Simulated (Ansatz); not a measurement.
A single S atom.

ROHF-CCSD(T) on triplet S was run in several spherical basis sets with Ansatz (development build ahead of 0.2.0). Frozen core: 5 orbitals.

Task: Rank the basis sets by the total energy that they give, lowest first, with the distance from the lowest.
A. def2-SVP
B. cc-pVTZ
C. cc-pVDZ
D. 6-31G
E. 6-31G(d)
F. STO-3G
G. cc-pV(T+d)Z

Result: G (0.00 eV), B (0.03 eV), C (1.47 eV), E (2.30 eV), D (4.35 eV), A (5.08 eV), F (123.11 eV).

Totals follow the description of the cores as much as that of the bonds, so this order isn't one of quality for chemistry.
